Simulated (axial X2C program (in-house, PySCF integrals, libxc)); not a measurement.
## Worked dissociation energy of MoB: BP86, spin-free

Computed with an axial X2C code built on PySCF integrals. Spin-free means the one-electron spin-free X2C Hamiltonian. Basis: Mo dyall-cv3z [11s12p9d5f3g], B dyall-v3z [7s6p2d1f] (cores contracted in-house); Gaussian nuclei, density fitting, unrestricted open shells. Masses: Mo 97.905 u, B 11.009 u.

Molecular state: M_S = 5/2, Λ = 1 (beyond evenly filled blocks: 2 × σα, π+α, π+β, π-α, δ+α, δ-α).

| Property | Result |
| --- | --- |
| E(Mo) (2M_S = 6, M_L = 0) | -4048.909292 hartree |
| E(B) (2M_S = 1, M_L = 0) | -24.659058 hartree |
| E(MoB) at Re | -4073.665439 hartree |
| ωe | 685.7 cm⁻¹ |
| ωexe | 4.57 cm⁻¹ |

**Question.** Work out De and D0.

**Answer.** De = -4048.909292 + (-24.659058) − (-4073.665439) = 0.09709 hartree = 2.642 eV. The zero-point energy is ωe/2 − ωexe/4 = 342 cm⁻¹ = 0.042 eV, so D0 = 2.600 eV.

One determinant describes the state; a PBE0 search over occupations chose it and may have missed a lower one. De is counted from the lowest determinant-based energies of the atoms at the same level, without counterpoise correction. PBE0 can misorder states that lie within some tenths of an eV, so this need not be the ground state of the molecule. The nearest other spin-free determinant of the search, M_S = 3/2, Λ = 1, lies 0.19 eV up at the distance of the search. Without a current term, density functionals place determinants with orbital angular momentum somewhat too high. At some level and bond length an empty orbital lies below a filled one. The determinant is spin-polarised beyond a pure state at some levels (its spin-free form has ⟨S²⟩ too high), which makes Re and μ there less reliable.

Each atomic determinant is the lowest at this level and need not be a pure term. Totals compare only within one Hamiltonian and basis.
